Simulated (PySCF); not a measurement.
C4H9F3Si, SMILES CCC[SiH2]C(F)(F)F, GFN2-xTB optimised geometry.

```
17

C      2.14    -0.53     0.85
C      1.28    -1.12    -0.25
C     -0.22    -0.87    -0.03
Si    -0.70     0.96     0.00
C     -2.65     0.96     0.00
F     -3.17     2.20     0.00
F     -3.18     0.33    -1.08
F     -3.18     0.34     1.08
H      3.18    -0.80     0.71
H      2.06     0.56     0.85
H      1.82    -0.89     1.82
H      1.45    -2.20    -0.30
H      1.58    -0.70    -1.22
H     -0.78    -1.38    -0.82
H     -0.52    -1.35     0.91
H     -0.34     1.70    -1.21
H     -0.37     1.69     1.22
```

Density from PBE0/def2-SVP in PySCF at that geometry.

Minimum of the electron density along straight lines between bonded atoms, close to the bond critical point (lines longer than 1.1 times the sum of covalent radii, or with two minima, are not listed):

```json
[
 {"bond": "C1–C2", "length / Å": "1.522", "ρ at the minimum / e bohr⁻³": "0.245", "∇²ρ there / e bohr⁻⁵": "-0.56", "position (fraction from the first atom)": "0.50"},
 {"bond": "C2–C3", "length / Å": "1.530", "ρ at the minimum / e bohr⁻³": "0.239", "∇²ρ there / e bohr⁻⁵": "-0.53", "position (fraction from the first atom)": "0.50"},
 {"bond": "C3–Si4", "length / Å": "1.895", "ρ at the minimum / e bohr⁻³": "0.115", "∇²ρ there / e bohr⁻⁵": "0.30", "position (fraction from the first atom)": "0.62"},
 {"bond": "Si4–C5", "length / Å": "1.948", "ρ at the minimum / e bohr⁻³": "(withheld)", "∇²ρ there / e bohr⁻⁵": "0.31", "position (fraction from the first atom)": "0.37"},
 {"bond": "C5–F6", "length / Å": "1.348", "ρ at the minimum / e bohr⁻³": "0.267", "∇²ρ there / e bohr⁻⁵": "-0.17", "position (fraction from the first atom)": "0.34"},
 {"bond": "C5–F7", "length / Å": "1.350", "ρ at the minimum / e bohr⁻³": "0.266", "∇²ρ there / e bohr⁻⁵": "-0.17", "position (fraction from the first atom)": "0.34"},
 {"bond": "C5–F8", "length / Å": "1.350", "ρ at the minimum / e bohr⁻³": "0.266", "∇²ρ there / e bohr⁻⁵": "-0.17", "position (fraction from the first atom)": "0.34"},
 {"bond": "C1–H9", "length / Å": "1.087", "ρ at the minimum / e bohr⁻³": "0.277", "∇²ρ there / e bohr⁻⁵": "-1.01", "position (fraction from the first atom)": "0.63"},
 {"bond": "C1–H10", "length / Å": "1.087", "ρ at the minimum / e bohr⁻³": "0.276", "∇²ρ there / e bohr⁻⁵": "-1.00", "position (fraction from the first atom)": "0.62"},
 {"bond": "C1–H11", "length / Å": "1.088", "ρ at the minimum / e bohr⁻³": "0.276", "∇²ρ there / e bohr⁻⁵": "-1.01", "position (fraction from the first atom)": "0.62"},
 {"bond": "C2–H12", "length / Å": "1.093", "ρ at the minimum / e bohr⁻³": "0.276", "∇²ρ there / e bohr⁻⁵": "-1.00", "position (fraction from the first atom)": "0.62"},
 {"bond": "C2–H13", "length / Å": "1.091", "ρ at the minimum / e bohr⁻³": "0.277", "∇²ρ there / e bohr⁻⁵": "-1.01", "position (fraction from the first atom)": "0.62"},
 {"bond": "C3–H14", "length / Å": "1.094", "ρ at the minimum / e bohr⁻³": "0.270", "∇²ρ there / e bohr⁻⁵": "-0.96", "position (fraction from the first atom)": "0.63"},
 {"bond": "C3–H15", "length / Å": "1.094", "ρ at the minimum / e bohr⁻³": "0.270", "∇²ρ there / e bohr⁻⁵": "-0.96", "position (fraction from the first atom)": "0.62"},
 {"bond": "Si4–H16", "length / Å": "1.463", "ρ at the minimum / e bohr⁻³": "0.118", "∇²ρ there / e bohr⁻⁵": "0.32", "position (fraction from the first atom)": "0.49"},
 {"bond": "Si4–H17", "length / Å": "1.463", "ρ at the minimum / e bohr⁻³": "0.119", "∇²ρ there / e bohr⁻⁵": "0.32", "position (fraction from the first atom)": "0.49"}
]
```

**Question.** Some entries are withheld; supply them.

**Answer.** 
- Si4–C5, ρ at the minimum / e bohr⁻³: 0.107
